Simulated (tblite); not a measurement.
C3H13ClGeSi2.
SMILES with atom numbers: `[CH3:1][CH2:2][Si@@:3]([CH3:4])([GeH3:5])[SiH2:6][Cl:7]` (hydrogens: H8, H9, H10 on C1; H11, H12 on C2; H13, H14, H15 on C4; H16, H17, H18 on Ge5; H19, H20 on Si6)

Computed with GFN2-xTB (tblite), gas phase: L-BFGS steps from a force-field or distance-geometry start until the largest atomic force falls under 0.01 eV/Å.

Step 113: E = -626.2047 eV
```
atom  x, y, z in Å  |  force x, y, z in eV/Å
C1     -1.5831    1.3720    1.1842    0.010   0.008  -0.014
C2     -1.5885   -0.0190    0.5671    0.031   0.015   0.001
Si3     0.1167   -0.4585   -0.1903    0.017  -0.029   0.007
C4     -0.0714   -2.1217   -1.1139    0.033  -0.022  -0.041
Ge5     0.7308    1.2242   -1.7505    0.017   0.031   0.007
Si6     1.7917   -0.6005    1.4438   -0.022  -0.011  -0.028
Cl7     3.2236    0.6987    0.8097   -0.008   0.015   0.016
H8     -1.3182    2.1153    0.4336    0.003   0.042  -0.033
H9     -0.8535    1.4319    1.9893   -0.009   0.002   0.028
H10    -2.5606    1.6311    1.5852   -0.013   0.002   0.022
H11    -2.3563   -0.0655   -0.2080    0.007   0.000   0.030
H12    -1.8623   -0.7492    1.3287   -0.027  -0.033  -0.002
H13    -0.0881   -2.9643   -0.4292   -0.009  -0.003   0.001
H14     0.7621   -2.2676   -1.7972   -0.027  -0.025   0.021
H15    -0.9864   -2.1572   -1.6996    0.032   0.026   0.010
H16     1.7978    0.8129   -2.7237   -0.013   0.003   0.019
H17    -0.3543    1.7516   -2.6514   -0.008  -0.011   0.001
H18     1.2807    2.4769   -1.1371   -0.011   0.000  -0.017
H19     2.4704   -1.8946    1.5430   -0.017  -0.012   0.020
H20     1.4433   -0.2059    2.8136    0.015   0.000  -0.048
```

Step 114: E = -626.2052 eV
```
atom  x, y, z in Å  |  force x, y, z in eV/Å
C1     -1.5860    1.3726    1.1879    0.008   0.008  -0.018
C2     -1.5895   -0.0155    0.5643    0.024   0.003  -0.002
Si3     0.1175   -0.4557   -0.1889    0.009  -0.026   0.005
C4     -0.0683   -2.1212   -1.1087    0.011  -0.028  -0.055
Ge5     0.7295    1.2243   -1.7529    0.028   0.036   0.005
Si6     1.7944   -0.6005    1.4427   -0.024  -0.020  -0.025
Cl7     3.2256    0.6986    0.8078   -0.007   0.016   0.018
H8     -1.3195    2.1197    0.4405   -0.005   0.028  -0.011
H9     -0.8576    1.4273    1.9946   -0.017   0.011   0.023
H10    -2.5653    1.6280    1.5884    0.010   0.006   0.013
H11    -2.3550   -0.0579   -0.2137    0.013  -0.001   0.030
H12    -1.8675   -0.7495    1.3212   -0.023  -0.025  -0.003
H13    -0.1019   -2.9609   -0.4205   -0.010   0.008  -0.013
H14     0.7737   -2.2761   -1.7795   -0.020  -0.025   0.027
H15    -0.9744   -2.1522   -1.7103    0.047   0.024   0.034
H16     1.7952    0.8119   -2.7280   -0.019   0.004   0.023
H17    -0.3581    1.7489   -2.6524   -0.008  -0.010   0.001
H18     1.2810    2.4796   -1.1445   -0.016  -0.007  -0.019
H19     2.4695   -1.8978    1.5331   -0.017  -0.003   0.022
H20     1.4513   -0.2127    2.8160    0.016   0.002  -0.054
```

Step 115: E = -626.2060 eV
```
atom  x, y, z in Å  |  force x, y, z in eV/Å
C1     -1.5881    1.3746    1.1924    0.006  -0.002  -0.004
C2     -1.5908   -0.0108    0.5620    0.006  -0.010  -0.004
Si3     0.1168   -0.4530   -0.1890    0.002  -0.013  -0.005
C4     -0.0628   -2.1222   -1.1036    0.024  -0.019  -0.050
Ge5     0.7265    1.2256   -1.7556    0.036   0.035   0.004
Si6     1.7948   -0.6010    1.4390   -0.013  -0.033  -0.018
Cl7     3.2281    0.6969    0.8073   -0.006   0.017   0.016
H8     -1.3217    2.1261    0.4482   -0.007   0.006   0.018
H9     -0.8604    1.4224    2.0013   -0.033   0.028  -0.001
H10    -2.5691    1.6258    1.5940    0.041   0.008   0.001
H11    -2.3558   -0.0480   -0.2169    0.019  -0.002   0.017
H12    -1.8735   -0.7492    1.3133   -0.014  -0.013   0.000
H13    -0.1165   -2.9560   -0.4096   -0.015   0.002  -0.018
H14     0.7909   -2.2891   -1.7565   -0.015  -0.017   0.033
H15    -0.9553   -2.1500   -1.7242    0.022   0.020   0.032
H16     1.7916    0.8113   -2.7306   -0.019   0.004   0.022
H17    -0.3620    1.7467   -2.6555   -0.011  -0.008  -0.001
H18     1.2790    2.4836   -1.1528   -0.019  -0.013  -0.017
H19     2.4637   -1.9029    1.5181   -0.017   0.007   0.025
H20     1.4592   -0.2200    2.8158    0.012   0.003  -0.051
```

**Question.** Estimate the geometry and energy of step 116. (The exact step hangs on the optimiser's Hessian estimate; all steps are aligned on step 115, rigid shifts and turns removed.)

**Answer.** E = -626.2066 eV, largest force 0.049 eV/Å
```
atom  x, y, z in Å  |  force x, y, z in eV/Å
C1     -1.5873    1.3756    1.1954    0.001  -0.005   0.000
C2     -1.5908   -0.0086    0.5615   -0.017  -0.019   0.002
Si3     0.1160   -0.4530   -0.1903   -0.008   0.001  -0.018
C4     -0.0582   -2.1249   -1.1017   -0.004  -0.006  -0.019
Ge5     0.7252    1.2270   -1.7565    0.023   0.023  -0.003
Si6     1.7923   -0.6013    1.4359    0.008  -0.030  -0.016
Cl7     3.2273    0.6971    0.8086   -0.008   0.013   0.014
H8     -1.3229    2.1297    0.4520   -0.004  -0.012   0.036
H9     -0.8597    1.4210    2.0047   -0.030   0.033  -0.013
H10    -2.5681    1.6256    1.5993    0.048   0.003  -0.008
H11    -2.3561   -0.0412   -0.2172    0.022  -0.004   0.006
H12    -1.8776   -0.7500    1.3093    0.002   0.008  -0.004
H13    -0.1238   -2.9553   -0.4044   -0.017   0.003  -0.021
H14     0.8012   -2.2983   -1.7431    0.022  -0.018   0.012
H15    -0.9426   -2.1506   -1.7329    0.005   0.015   0.027
H16     1.7883    0.8118   -2.7328   -0.015   0.003   0.019
H17    -0.3646    1.7474   -2.6560   -0.008  -0.011   0.002
H18     1.2783    2.4855   -1.1571   -0.015  -0.006  -0.009
H19     2.4576   -1.9052    1.5096   -0.011   0.006   0.029
H20     1.4602   -0.2214    2.8129    0.007   0.002  -0.036
```

The energy changes by -0.0006 eV. The first-order estimate −F·Δx gives -0.0009 eV and the mean of the old and new forces, exact on a quadratic surface, -0.0006 eV. The step makes an angle of 80° with the force vector and moves no atom by more than 0.019 Å.

What follows is the cost of the whole relaxation. Time: 3.0 s of wall time. Hardware: one thread, Arm Neoverse N1 (aarch64), on a shared host.
